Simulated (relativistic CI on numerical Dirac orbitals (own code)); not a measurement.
# Radial parameters of Te XXXI

Computed by Dirac-Coulomb-Breit CI, KLI orbitals optimised for each configuration, QED by a radiative potential, unscaled Slater integrals (own radial code, finite nucleus).

Slater integrals F^k, G^k are unscaled and averaged over j, outside the closed core [Ne]; ζ comes from projecting the Hamiltonian with its Breit term on Σ l·s of the shell.

- 3s2.3p6.3d4: F^2(3d,3d) = 382010, F^4(3d,3d) = 246270, ζ(3d) = 41197 cm⁻¹; <r>(3d) = 0.2663, <r^2>(3d) = 0.08247 (bohr units).
- 3s2.3p5.3d5: ζ(3p) = 318810, F^2(3d,3d) = 381160, F^4(3d,3d) = 245690, F^2(3p,3d) = 334850, G^1(3p,3d) = 363440, G^3(3p,3d) = 240800, ζ(3d) = 40670 cm⁻¹; <r>(3p) = 0.2968, <r^2>(3p) = 0.1018, <r>(3d) = 0.2668, <r^2>(3d) = 0.08281 (bohr units).
- 3s.3p6.3d5: F^2(3d,3d) = 380850, F^4(3d,3d) = 245480, G^2(3s,3d) = 274090, ζ(3d) = 40955 cm⁻¹; <r>(3s) = 0.3032, <r^2>(3s) = 0.1048, <r>(3d) = 0.267, <r^2>(3d) = 0.08294 (bohr units).

Give the Racah parameters of the d shell in 3s2.3p6.3d4.

B = F²/49 − 5F⁴/441 = 5004 cm⁻¹ and C = 35F⁴/441 = 19545 cm⁻¹.

Averages of the first 10 configurations, taken without configuration mixing, which lowers the lowest level and can move excited configurations by several eV; other configurations of the list can lie among them:

| Configuration | Parity | States | Average energy above the lowest level (eV) |
| --- | --- | --- | --- |
| 3s2.3p6.3d4 | even | 210 | 38.4 |
| 3s2.3p5.3d5 | odd | 1512 | 261.3 |
| 3s.3p6.3d5 | even | 504 | 432.9 |
| 3s2.3p6.3d3.4s | even | 240 | 759.2 |
| 3s2.3p6.3d3.4p | odd | 720 | 821.7 |
| 3s2.3p6.3d3.4d | even | 1200 | 906.2 |
| 3s2.3p5.3d4.4s | odd | 2520 | 975.8 |
| 3s2.3p6.3d3.4f | odd | 1680 | 981.2 |
| 3s.3p6.3d4.4s | even | 840 | 1148.7 |
| 3s2.3p6.3d2.4s.4p | odd | 540 | 1564.7 |
